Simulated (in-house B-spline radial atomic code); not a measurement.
The outermost shell (largest non-relativistic mean radius) with and without relativity; Dirac values are averaged over j. Computed with an all-electron radial atomic-structure program (B-spline basis): non-relativistic Hartree-Fock and Dirac-Hartree-Fock, averages of the configuration (point nuclei without relativity, finite nuclei with it).

```
ion      configuration  outermost shell  radius non-relativistic (bohr)  radius Dirac (bohr)  radius change (%)  level non-relativistic (eV)  level Dirac (eV)  spin-orbit splitting (eV)
 I+  [Kr] 4d10 5s2 5p4               5p                          2.3614               2.3364            -1.0555                      -19.461           -19.529                     1.2136
Xe+  [Kr] 4d10 5s2 5p5               5p                          2.2217               2.1975             -1.089                      -21.395           -21.484                     1.5081
Cs+  [Kr] 4d10 5s2 5p6               5p                          2.1016               2.0779            -1.1251                      -23.368            -23.48                     1.8384
Ba+           [Xe] 6s1                ?                               ?                    ?                  ?                            ?                 ?                          ?
La+           [Xe] 5d2                ?                               ?                    ?                  ?                            ?                 ?                          ?
Ce+       [Xe] 4f1 5d2               5d                          2.7888               2.8734             3.0326                      -10.688            -10.27                    0.13596
Pr+       [Xe] 4f3 6s1               6s                          4.5007               4.3134            -4.1616                       -9.466           -9.8834                          -
Nd+       [Xe] 4f4 6s1               6s                          4.4474               4.2524            -4.3836                       -9.578           -10.023                          -
Pm+       [Xe] 4f5 6s1                ?                               ?                    ?                  ?                            ?                 ?                          ?
Sm+       [Xe] 4f6 6s1               6s                            4.35               4.1401            -4.8234                       -9.788           -10.292                          -
Eu+       [Xe] 4f7 6s1               6s                          4.3049               4.0876             -5.047                       -9.889           -10.422                          -
Gd+   [Xe] 4f7 5d1 6s1               6s                          4.0893               3.8588            -5.6362                      -10.500            -11.19                          -
Tb+       [Xe] 4f9 6s1               6s                          4.2204               3.9879            -5.5081                      -10.083            -10.68                          -
```

**Question.** Fill in the row of Ba+.

**Answer.** outermost shell: 6s; radius non-relativistic (bohr): 4.6929; radius Dirac (bohr): 4.539; radius change (%): -3.2785; level non-relativistic (eV): -9.082; level Dirac (eV): -9.3925.

**Question.** Fill in the row of La+.

**Answer.** outermost shell: 5d; radius non-relativistic (bohr): 2.8319; radius Dirac (bohr): 2.9205; radius change (%): 3.129; level non-relativistic (eV): -10.618; level Dirac (eV): -10.194; spin-orbit splitting (eV): 0.12701.

**Question.** Fill in the row of Pm+.

**Answer.** outermost shell: 6s; radius non-relativistic (bohr): 4.3973; radius Dirac (bohr): 4.1949; radius change (%): -4.603; level non-relativistic (eV): -9.685; level Dirac (eV): -10.159.

**Question.** Which member changes most?

**Answer.** Gadolinium (Gd+): its 6s shell contracts by 5.6 %.
